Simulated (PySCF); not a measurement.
## Electric field gradients and quadrupole coupling constants

BBrH₃ (charge -1).
Geometry (PBE0-D3(BJ)/def2-SVP, Å), atoms numbered from 1 in this order:
```xyz
5
BBrH3 angstrom
B      0.366    0.006    0.033
Br     2.489    0.144    0.062
H      0.014   -0.173    1.201
H     -0.045    1.075   -0.423
H      0.090   -0.951   -0.693
```

Field gradients from the PBE0/pcSseg-1 density (PySCF, non-relativistic), principal values in atomic units, ordered |Vxx| ≤ |Vyy| ≤ |Vzz|:

```
atom      Vxx      Vyy     Vzz
  B1  -0.1444  -0.1445  0.2889
 Br2  -1.9388  -1.9394  3.8783
```

Problem. Find the asymmetry η = (Vxx − Vyy)/Vzz and the couplings χ = eQV/h (234.96 MHz × Q in barn × V in au), with Q(11B) = 0.04059 b, Q(79Br) = 0.313 b.

Solution. 
| atom | environment | nucleus | η | χzz (MHz) | χxx (MHz) | χyy (MHz) |
| --- | --- | --- | --- | --- | --- | --- |
| B1 | four-coordinate boron | 11B | 0.00 | 2.755 | -1.377 | -1.378 |
| Br2 | bromine bonded to B | 79Br | 0.00 | 285.2 | -142.6 | -142.6 |

The gradient is axial or nearly so (η below 0.05) at B1 and Br2. 

Problem. What is Vzz at B1 in SI units (1 au = 9.71736 × 10²¹ V/m²)?

Solution. 0.2889 au = 2.807 × 10²¹ V/m².

Problem. What couplings would deuterons (Q(2H) = 0.00286 b) have in place of the hydrogens, at this geometry?

Solution. 
```
atom  bonded to  bond length (Å)  Vzz (au)     η  χzz (kHz)
  H3         B1            1.232    0.1953  0.06        131
  H4         B1            1.232    0.1953  0.06        131
  H5         B1            1.233    0.1953  0.06        131
```

Isolated species at its PBE0-D3(BJ)/def2-SVP geometry, gas phase. The calculation is non-relativistic, for bromine too. The pcSseg-1 basis has no diffuse functions, a weakness for an anion. These gradients aren't converged with respect to the basis.

These values come from a run that also computed NMR shieldings. The run took 3.3 s of wall time on x86-64 server, one thread, no GPU, on a shared host.
